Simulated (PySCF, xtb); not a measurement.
Al2O3, SMILES [O][Al][O][Al][O] (connectivity only; charge and spin as stated), neutral, multiplicity 1.

GFN2-xTB (xtb) at its own geometry gives an orbital gap of 2.75 eV and a dipole moment of 0.02 D.

Coordinates come from a ωB97X-D3(BJ)/def2-SVP optimisation. Other conformers were not sampled.

Problem. What does PySCF with ωB97X/def2-TZVP give? (Estimate from the structure and the level; the computed values follow.)

Solution. gap 8.92 eV (levels -10.48 and -1.57 eV), dipole 0.00 D.
